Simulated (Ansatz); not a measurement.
`[OH][W]([OH])([F])([F])=[S]`. Charge 0, multiplicity 1. W: def2 effective core potential.

```csv
atom,x (Å),y (Å),z (Å)
O1,0.0902,-1.0510,-1.1123
W2,-0.2628,0.2152,0.2527
O3,1.4204,-0.2066,0.9246
F4,-1.4319,0.9149,-1.0387
F5,-0.0087,2.0094,0.6867
S6,-1.5689,-0.6370,1.6708
H7,-0.5097,-1.0683,-1.8643
H8,2.2714,-0.1767,0.4804
```

(1) List the harmonic frequencies (cm⁻¹, unscaled) at PBE0-D4/def2-TZVP in Ansatz. (Best estimate.)

(2) Is this a minimum?

(3) Give the ideal-gas thermochemistry at 298.15 K and 1 bar (rigid rotor, harmonic oscillator; point group C1, symmetry number 1).

(4) And at 400, 500, 600, 800 and 1000 K?

(5) Rotational constants (cm⁻¹)?

Answers

(1) The calculation gave: 120, 128, 203, 207, 246, 251, 337, 373, 430, 533, 594, 626, 677, 684, 759, 778, 3870, 3896.

(2) Yes, all 18 modes are real.

(3) Zero-point energy 88.0 kJ/mol; H(298) − E = 112.1 kJ/mol; entropy 379.0 J/(mol·K), of which translation 179.5, rotation 118.1, vibration 81.4; G(298) − E = -0.9 kJ/mol.

(4) 
```tsv
T (K)	H − E (kJ/mol)	S (J/mol/K)	G − E (kJ/mol)
400	125.6	417.9	-41.6
500	140.0	450.0	-85.0
600	155.0	477.4	-131.4
800	186.3	522.3	-231.6
1000	218.5	558.2	-339.7
```

(5) 0.07118, 0.06104, 0.0596.
